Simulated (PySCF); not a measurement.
## Frontier orbitals and the lowest excitations

Species: C₅H₈O₂.
Atom-mapped SMILES: `[O:1]=[CH:2][O:3][CH2:4][CH:5]1[CH2:6][CH2:7]1` (hydrogens: H8 on C2; H9, H10 on C4; H11 on C5; H12, H13 on C6; H14, H15 on C7)

Structure used (GFN2-xTB), in Å, numbered top down from 1:
```
atom  x, y, z in Å
O1     2.7672    0.5724    0.5101
C2     2.5590   -0.5543    0.1687
O3     1.5217   -1.0022   -0.5103
C4     0.5125   -0.0439   -0.8669
C5    -0.4251    0.2234    0.2840
C6    -1.8580    0.5596   -0.0003
C7    -1.5073   -0.7670    0.5966
H8     3.2372   -1.4011    0.3733
H9     1.0058    0.8835   -1.1792
H10   -0.0176   -0.4903   -1.7101
H11    0.0533    0.7241    1.1163
H12   -2.3401    1.2962    0.6231
H13   -2.1772    0.5881   -1.0309
H14   -1.7508   -0.9484    1.6318
H15   -1.5848   -1.6436   -0.0281
```

Theory: PySCF, TDDFT B3LYP/def2-SVPD, vertical, gas phase, core orbitals frozen in the response.

Kohn–Sham orbitals with the atoms that hold most of them (Löwdin shares over 4%, at most four atoms; ? is withheld):

```csv
orbital,ε (eV),atoms
HOMO-3,-8.91,"O3 24%, O1 23%, C6 12%, C5 11%"
HOMO-2,-8.48,"C6 25%, O3 18%, C5 15%, C7 14%"
HOMO-1,-8.36,?
HOMO,?,?
LUMO,-0.24,"C2 40%, O1 30%, O3 18%, H8 8%"
LUMO+1,0.54,"C7 12%, C6 12%, C4 10%, C2 10%"
LUMO+2,0.88,"O3 16%, C6 16%, H12 13%, C2 10%"
```

**Question.** Give the leading atoms of the HOMO.

**Answer.** O1 (bonded to C) 60%; C2 (bonded to 2 O and H) 12%; O3 (bonded to 2 C) 7%; H8 (bonded to C) 6%. By element: oxygen 67%, carbon 12% or more, hydrogen 6% or more.

**Question.** Give the leading atoms of the HOMO-1.

**Answer.** C7 (bonded to 2 C and 2 H) 30%; C5 (bonded to 3 C and H) 28%; C6 (bonded to 2 C and 2 H) 12%; C4 (bonded to C, O and 2 H) 5%.

**Question.** What is the HOMO energy, and the HOMO–LUMO gap?

**Answer.** ε(HOMO) = -8.02 eV; the gap is 7.78 eV (0.2859 hartree).

**Question.** How does S1 compare with the orbital gap of 7.78 eV?

**Answer.** S1 is at 5.90 eV (f = 0.0014), 1.87 eV below the gap, made of HOMO→LUMO (93%). 

**Question.** One configuration dominates each of S1, S2, S3 and S4. Which, and how do the shares of the two leading atoms of either orbital change from the occupied to the empty one?

**Answer.** 
- S1 (5.90 eV, f 0.0014), HOMO→LUMO (93%): O1 60% → 30%, C2 12% → 40%; low, almost dark, from the terminal oxygen into the C=O bond, the pattern of n→π*
- S2 (7.23 eV, f 0.0016), HOMO-1→LUMO (90%): C7 30% → at most 5%, C5 28% → at most 5%, C2 at most 6% → 40%, O1 at most 6% → 30%
- S3 (7.50 eV, f 0.039), HOMO-2→LUMO (88%): C6 25% → at most 5%, O3 18% → 18%, C2 at most 15% → 40%, O1 at most 15% → 30%
- S4 (7.73 eV, f 0.0078), HOMO→LUMO+1 (71%): O1 60% → at most 10%, C2 12% → 10%, C7 at most 7% → 12%, C6 at most 7% → 12%

Löwdin shares depend on the basis, the more so with diffuse functions.

The run took 59 s wall on Arm Neoverse N1, one thread, on a shared host.

One conformer stands for the species.
